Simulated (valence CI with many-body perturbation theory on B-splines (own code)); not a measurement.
# La52+: electric-dipole lines

Computed by valence CI with perturbative core correlation (CI+MBPT): three valence electrons over a frozen Dirac-Fock core [He], radial functions for each j: 11 s, 11 p, 10 d, 8 f, 5 g, 2 h, with the one-electron correlation potential Σ1 (screened to all orders), the two-electron term Σ2, the three-electron term Σ3, Breit, model QED; selected single and double excitations, second order for the rest, scaled by the run's own slope (own B-spline code, finite nucleus).

No measured spectrum was set against this ion. As an estimate, large intervals hold to a few tenths of a per cent, small ones and those within an open d or f shell to about a per cent.

Lines 51 to 100 of 536 in falling wavelength, among levels below 8475.5 eV, chosen from the strongest by gf and those to the six lowest levels. Wavelengths and rates use the calculated energies. Electric multipoles are in the length gauge, E1 and E2 with the static RPA response of the core. Weak lines are less certain than strong ones. Lines between different terms over intervals too small for the method are left out, as are lines whose strength nearly cancels. The highest levels of a list are the least certain.

Levels are named by their leading jj configuration (3d3/2^4 stands for four electrons in 3d with j = 3/2), which in mixed levels can hold well under half, so a name can repeat and another be missing. Letters in brackets count levels of one name in rising energy.

| λ vac (Å) | Upper | Lower | A (s⁻¹) | S (a.u.) with core polarisation | S without |
| --- | --- | --- | --- | --- | --- |
| 88.20 | (2s 2p1/2 3p3/2) J=5/2 | (2s^2 3p3/2) J=3/2 | 1.40e+10 | 2.84e-02 | 2.84e-02 |
| 78.89 | (2s 2p1/2 2p3/2) J=5/2 | (2s^2 2p3/2) J=3/2 | 4.69e+09 | 6.82e-03 | 6.84e-03 |
| 77.81 | (2p1/2 2p3/2 3d3/2) J=5/2 [b] | (2p1/2 2p3/2 3p1/2) J=3/2 [b] | 2.68e+10 | 3.74e-02 | 3.74e-02 |
| 75.87 | (2p1/2 2p3/2 3p3/2) J=3/2 [a] | (2s 2p3/2 3p3/2) J=1/2 [a] | 2.73e+10 | 2.35e-02 | 2.35e-02 |
| 75.50 | (2s 2p1/2 3d3/2) J=3/2 [b] | (2s 2p1/2 3p1/2) J=1/2 [b] | 2.88e+10 | 2.45e-02 | 2.45e-02 |
| 75.47 | (2p1/2^2 3d3/2) J=3/2 | (2p1/2^2 3p1/2) J=1/2 | 4.85e+10 | 4.12e-02 | 4.12e-02 |
| 75.42 | (2p1/2 2p3/2 3d3/2) J=3/2 [b] | (2p1/2 2p3/2 3p1/2) J=3/2 [b] | 3.07e+10 | 2.60e-02 | 2.60e-02 |
| 75.23 | (2s 2p3/2 3p3/2) J=3/2 [a] | (2s 2p3/2 3s) J=3/2 [a] | 2.96e+10 | 2.49e-02 | 2.49e-02 |
| 74.17 | (2p1/2 2p3/2 3p3/2) J=3/2 [a] | (2p1/2 2p3/2 3s) J=3/2 [b] | 3.90e+10 | 3.14e-02 | 3.14e-02 |
| 73.87 | (2p1/2 2p3/2 3d3/2) J=5/2 [a] | (2p1/2 2p3/2 3p1/2) J=3/2 [a] | 3.58e+10 | 4.27e-02 | 4.28e-02 |
| 73.28 | (2p3/2^2 3d3/2) J=3/2 [b] | (2p3/2^2 3p1/2) J=1/2 | 3.35e+10 | 2.60e-02 | 2.60e-02 |
| 72.87 | (2p3/2^2 3p3/2) J=5/2 | (2p3/2^2 3s) J=3/2 | 4.41e+10 | 5.05e-02 | 5.05e-02 |
| 72.62 | (2s 2p3/2 3d3/2) J=5/2 [a] | (2s 2p3/2 3p1/2) J=3/2 [a] | 2.40e+10 | 2.72e-02 | 2.72e-02 |
| 72.55 | (2p1/2^2 3p3/2) J=3/2 | (2p1/2^2 3s) J=1/2 | 8.52e+10 | 6.42e-02 | 6.43e-02 |
| 72.10 | (2p3/2^2 3p3/2) J=1/2 | (2p3/2^2 3s) J=3/2 | 8.99e+10 | 3.33e-02 | 3.33e-02 |
| 71.61 | (2p3/2^2 3d3/2) J=5/2 | (2p3/2^2 3p1/2) J=5/2 | 3.33e+10 | 3.62e-02 | 3.62e-02 |
| 71.59 | (2p1/2 2p3/2 3p3/2) J=7/2 | (2p1/2 2p3/2 3s) J=5/2 | 5.40e+10 | 7.82e-02 | 7.82e-02 |
| 71.09 | (2p3/2^2 3d3/2) J=3/2 [a] | (2p3/2^2 3p1/2) J=3/2 | 5.20e+10 | 3.69e-02 | 3.69e-02 |
| 70.74 | (2p3/2^2 3d3/2) J=7/2 | (2p3/2^2 3p1/2) J=5/2 | 6.79e+10 | 9.48e-02 | 9.48e-02 |
| 70.55 | (2p3/2^2 3d3/2) J=5/2 | (2p3/2^2 3p1/2) J=3/2 | 3.07e+10 | 3.20e-02 | 3.20e-02 |
| 70.53 | (2p1/2 2p3/2 3d3/2) J=7/2 | (2p1/2 2p3/2 3p1/2) J=5/2 | 5.59e+10 | 7.75e-02 | 7.75e-02 |
| 70.43 | (2s 2p3/2 3d3/2) J=7/2 | (2s 2p3/2 3p1/2) J=5/2 | 5.74e+10 | 7.92e-02 | 7.92e-02 |
| 70.31 | (2p1/2 2p3/2 3p3/2) J=5/2 [a] | (2p1/2 2p3/2 3s) J=3/2 [a] | 6.80e+10 | 7.00e-02 | 7.00e-02 |
| 69.86 | (2s 2p3/2 3p3/2) J=5/2 [a] | (2s 2p3/2 3s) J=3/2 [a] | 2.08e+10 | 2.10e-02 | 2.10e-02 |
| 69.85 | (2s 2p1/2^2) J=1/2 | (2s^2 2p1/2) J=1/2 | 1.13e+10 | 3.80e-03 | 3.81e-03 |
| 69.70 | (2s 2p1/2 3d3/2) J=3/2 [a] | (2s 2p1/2 3p1/2) J=1/2 [a] | 6.32e+10 | 4.23e-02 | 4.23e-02 |
| 69.49 | (2s 2p3/2 3d3/2) J=5/2 [b] | (2s 2p3/2 3p1/2) J=3/2 [b] | 7.28e+10 | 7.24e-02 | 7.24e-02 |
| 69.40 | (2p3/2^2 3d3/2) J=1/2 | (2p3/2^2 3p1/2) J=3/2 | 6.68e+10 | 2.20e-02 | 2.20e-02 |
| 69.34 | (2p3/2^2 3p3/2) J=5/2 | (2p3/2^2 3s) J=5/2 | 5.39e+10 | 5.32e-02 | 5.32e-02 |
| 69.28 | (2p3/2^2 3p3/2) J=7/2 | (2p3/2^2 3s) J=5/2 | 1.09e+11 | 1.44e-01 | 1.44e-01 |
| 69.08 | (2s 2p1/2 3d3/2) J=5/2 | (2s 2p1/2 3p1/2) J=3/2 | 5.80e+10 | 5.66e-02 | 5.66e-02 |
| 69.00 | (2s 2p1/2 3p3/2) J=3/2 [b] | (2s 2p1/2 3s) J=1/2 [b] | 5.71e+10 | 3.70e-02 | 3.70e-02 |
| 68.58 | (2s^2 3d3/2) J=3/2 | (2s^2 3p1/2) J=1/2 | 6.99e+10 | 4.45e-02 | 4.45e-02 |
| 67.27 | (2s 2p3/2 3d3/2) J=3/2 [b] | (2s 2p3/2 3p1/2) J=1/2 | 3.48e+10 | 2.09e-02 | 2.09e-02 |
| 67.17 | (2p1/2 2p3/2 3p3/2) J=3/2 [b] | (2p1/2 2p3/2 3s) J=3/2 [b] | 4.57e+10 | 2.74e-02 | 2.74e-02 |
| 66.84 | (2s 2p3/2 3p3/2) J=5/2 [b] | (2s 2p3/2 3s) J=3/2 [b] | 1.17e+11 | 1.04e-01 | 1.04e-01 |
| 66.58 | (2s 2p3/2 3p3/2) J=7/2 | (2s 2p3/2 3s) J=5/2 | 1.16e+11 | 1.36e-01 | 1.36e-01 |
| 66.56 | (2p3/2^2 3p3/2) J=3/2 [b] | (2p3/2^2 3s) J=1/2 | 1.12e+11 | 6.50e-02 | 6.50e-02 |
| 66.08 | (2p3/2^2 3d5/2) J=3/2 | (2p3/2^2 3p1/2) J=1/2 | 3.50e+10 | 1.99e-02 | 1.99e-02 |
| 66.06 | (2s 2p3/2 3d3/2) J=1/2 [a] | (2s 2p3/2 3p1/2) J=3/2 [a] | 8.86e+10 | 2.52e-02 | 2.52e-02 |
| 65.87 | (2p1/2 2p3/2 3d3/2) J=5/2 [b] | (2p1/2 2p3/2 3p1/2) J=5/2 | 3.17e+10 | 2.68e-02 | 2.68e-02 |
| 65.78 | (2p1/2 2p3/2 3p1/2) J=3/2 [a] | (2s 2p3/2 3p1/2) J=3/2 [a] | 4.66e+10 | 2.62e-02 | 2.62e-02 |
| 65.65 | (2p1/2^2 4f7/2) J=7/2 | (2s 2p1/2 4f7/2) J=9/2 | 1.93e+10 | 2.16e-02 | 2.16e-02 |
| 65.54 | (2p1/2^2 2p3/2) J=3/2 | (2s 2p1/2 2p3/2) J=1/2 | 9.10e+09 | 5.06e-03 | 5.07e-03 |
| 64.74 | (2p1/2 2p3/2 3p1/2) J=5/2 | (2s 2p3/2 3p1/2) J=5/2 | 2.94e+10 | 2.36e-02 | 2.37e-02 |
| 64.66 | (2p1/2^2 4d5/2) J=5/2 | (2s 2p1/2 4d5/2) J=7/2 | 2.41e+10 | 1.93e-02 | 1.94e-02 |
| 64.15 | (2p1/2 2p3/2 3p3/2) J=5/2 [b] | (2p1/2 2p3/2 3s) J=5/2 | 6.54e+10 | 5.11e-02 | 5.11e-02 |
| 63.90 | (2p1/2 2p3/2 3p3/2) J=5/2 [a] | (2s 2p3/2 3p3/2) J=3/2 [a] | 3.76e+10 | 2.90e-02 | 2.90e-02 |
| 63.90 | (2p1/2 2p3/2 3p3/2) J=5/2 [b] | (2p1/2 2p3/2 3s) J=3/2 [b] | 5.97e+10 | 4.62e-02 | 4.62e-02 |
| 63.68 | (2s 2p1/2 3p3/2) J=3/2 [a] | (2s 2p1/2 3s) J=1/2 [a] | 1.24e+11 | 6.32e-02 | 6.32e-02 |
